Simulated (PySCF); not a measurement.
How methods differ on the ionisation energy of Mn

Mn [Ar] 3d5 4s2 (6S) → Mn+ [Ar] 3d5 4s1 (7S), as a difference of total energies. Computed with PySCF 2.14 in jorge-DZP-DKH (8s6p2d1f, 43 functions), with the spin-free X2C one-electron Hamiltonian (Gaussian nucleus). Correlated levels: valence: [Ar] frozen. The calculations carry no spin-orbit coupling.

**Question.** Order these methods by the ionisation energy they give, lowest first.
A. UHF
B. SCS-MP2 (valence)
C. MP2 (valence)
D. PBE0

**Answer.** A (5.951 eV), C (6.671 eV), B (6.826 eV), D (6.879 eV).

Errors of the correlated levels include the incompleteness of this basis and the frozen core.

MP2 underrates the near-degeneracy of ns² with np² in the lower species.

For comparison: 7.434 eV (measured; NIST Atomic Spectra Database, ionization energies).
